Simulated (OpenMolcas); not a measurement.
# Cr4+, Mo4+, W4+: d² down the group

```
Program             : OpenMolcas
Method              : SS-CASPT2, IPEA 0.25 Eh, imaginary shift 0.1 Eh
Basis               : ANO-RCC-VTZP
Scalar Hamiltonian  : DKH2, point nucleus
Spin-orbit coupling : state interaction with AMFI integrals over the reference wave functions, term energies averaged over their components
```

Active space for each ion: 2 electrons in 10 orbitals (d d); closed shells correlated by CASPT2: Cr4+ 3s 3p; Mo4+ 4s 4p; W4+ 5s 5p.

Computed levels in cm-1 above ³F₂:

```tsv
Level	Cr4+	Mo4+	W4+
³F₃	511	1531	6500
³F₄	1162	3270	11940
¹D₂	13250	10170	14000
³P₀	16290	11820	13590
³P₁	16470	12430	17190
³P₂	16850	13840	23380
¹G₄	22710	17090	23420
¹S₀	52650	38420	44470
weight of ³F in the lowest level (%)	100	98	89
```

Mixed levels, with the weight of the term that names them: W4+ ¹D₂ (59 %), W4+ ³P₂ (68 %).

Measured, with the error of the calculation in %. Measured levels: Cr4+ from Sugar and Corliss, J. Phys. Chem. Ref. Data 6, 317 (1977); Mo4+ from Sugar and Musgrove, J. Phys. Chem. Ref. Data 17, 155 (1988); W4+ from the list in J. Phys. B 45, 065001 (2012).

```tsv
Level	Cr4+	Mo4+	W4+
³F₃	508 (+0.6)	1578 (-2.9)	
³F₄	1142 (+1.8)	3357 (-2.6)	11519 (+3.7)
¹D₂	13188 (+0.5)	10190 (-0.2)	13742 (+1.9)
³P₀	15492 (+5.2)	11161 (+5.9)	12839 (+5.9)
³P₁	15677 (+5.1)	11807 (+5.3)	16331 (+5.2)
³P₂	16041 (+5.1)	13408 (+3.2)	22615 (+3.4)
¹G₄	22019 (+3.1)	16354 (+4.5)	22346 (+4.8)
¹S₀	51146 (+2.9)	37738 (+1.8)	43110 (+3.2)
```

The fine-structure level ³F₄ changes by a factor of 10.3 from Cr4+ to W4+.

Without spin-orbit coupling ¹D lies 12620, 8520, 7230 cm-1 above ³F in that order; the difference to the level ¹D₂, of either sign, comes from spin-orbit coupling, which also lowers the zero.

Term energies are means over components that CASPT2 splits; among the terms shown or strongly mixed into the levels shown the widest spread is 810 cm-1 (4d² ¹G, Mo4+). Active for correlation alone: 4d; no level in the range computed is led by a configuration that fills it, so any true level of that kind is missing (holds for Cr4+). Active for correlation alone: 5d; no level in the range computed is led by a configuration that fills it, so any true level of that kind is missing (holds for Mo4+). Active for correlation alone: 6d; no level in the range computed is led by a configuration that fills it, so any true level of that kind is missing (holds for W4+). Computed and measured levels are paired by configuration, term and J; levels that our copy of the source lacks, or whose pairing is in doubt (as where it misses far off the trend of its configuration), stay unpaired and out of the deviations. Levels of configurations outside the active space are missing.
